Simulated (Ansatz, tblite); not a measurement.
Isomers of Sr$_{4}$Te$_{5}$⁻ (doublet), found by a short tight-binding search and relaxed with PBE-D4/def2-SVP in Ansatz.

In the def2 sets Sr, Te take a core potential; there is no spin–orbit coupling. The xTB rows come from tblite.

A: At PBE-D4/def2-SVP the gap within one spin of the charge -1 doublet nearly closes, so an electron or hole may be smeared out by delocalisation error.

Other spin states weren't relaxed.

A:

Cartesian coordinates in Å:
```
Sr -0.840 -1.742 -0.679
Sr 1.325 0.160 2.394
Sr 1.999 1.325 -1.400
Sr -1.467 2.277 0.411
Te -2.249 -4.474 -1.610
Te 1.519 3.132 1.207
Te 2.439 -1.474 -0.047
Te -1.775 -0.302 2.177
Te -0.950 1.097 -2.454
```

B:

Cartesian coordinates in Å:
```
Sr -1.017 -2.423 0.878
Sr 0.499 0.077 -2.155
Sr 1.528 0.905 1.321
Sr -2.567 1.229 0.467
Te 1.915 -2.088 -0.070
Te -1.165 -0.082 2.999
Te -2.528 -1.179 -1.606
Te 3.533 0.695 -1.211
Te -0.198 2.866 -0.624
```

Estimate their order by electronic energy at PBE0-D4/def2-SVP, counted from the lowest.

B (0.0) < A (13.8), in kJ/mol.

Do the other levels pick the same lowest one?

All that were run do. Energies above each level's lowest (kJ/mol):

```json
{"level": "GFN1-xTB", "A": "42.0", "B": "0.0"}
{"level": "GFN2-xTB", "A": "12.2", "B": "0.0"}
{"level": "PBE-D4/def2-SVP", "A": "29.9", "B": "0.0"}
{"level": "r2SCAN-D4/def2-SVP", "A": "11.1", "B": "0.0"}
{"level": "PBE0-D4/def2-SVP", "A": "13.8", "B": "0.0"}
```
Point groups (tolerance 0.1 Å): A Cs, B Cs. Lower isomers may exist.
